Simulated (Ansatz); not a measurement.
Mulliken charges of `[F][Mo]([Cl])([Cl])([Cl])([Cl])[Cl]` from ωB97M-V/def2-TZVPP in Ansatz (PBE0-D4/def2-TZVP geometry).

```
atom   x (Å)   y (Å)   z (Å)  charge (e)
  F1  -1.859   0.044  -0.200      -0.262
 Mo2  -0.024   0.001  -0.003       0.623
 Cl3   2.222  -0.052   0.240      -0.054
 Cl4  -0.085  -2.219  -0.492      -0.077
 Cl5   0.165   0.482  -2.217      -0.077
 Cl6  -0.084   2.223   0.474      -0.077
 Cl7  -0.334  -0.478   2.199      -0.077
```

Q: By hand: the dipole of these point charges (1 e Å = 4.8032 D).

A: Σ q r = (0.378, -0.009, 0.040) e Å, of length 0.380 e Å = 1.83 D.

Q: How does the dipole of the full density compare? (An estimate is asked.)

A: Ansatz gave: (0.186, -0.004, 0.020) e Å, 0.90 D; the point charges give 2.03 times that, at 0° from its direction.

Point charges leave out the atoms' own dipoles, such as those of lone pairs, and Mulliken's split depends on the basis, so the two needn't agree.
